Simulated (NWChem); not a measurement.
# C$_{3}$H$_{5}$FSi; SMILES FC=C=C[SiH3]

```xyz
10

F     -0.5038     2.6925     0.2797
C      0.2140     1.8138    -0.4636
C      0.5059     0.6092    -0.0461
C      0.7851    -0.6148     0.3281
Si    -0.3432    -2.0774    -0.0353
H      0.5153     2.2222    -1.4233
H      1.7125    -0.7956     0.8801
H      0.3878    -3.0960    -0.8375
H     -1.5324    -1.6097    -0.7887
H     -0.7739    -2.7189     1.2363
```
Atoms are numbered in this order, from 1.

Results from NWChem. Structure relaxed at the B3LYP/6-31G* (spherical d) level.

For level BLYP/def2-SVP:

```yaml
highest occupied level (eV): -5.75
```

### Question
Estimate the same quantities for level PBE/def2-SVP.

### Answer
The highest occupied level (eV) is -5.93.
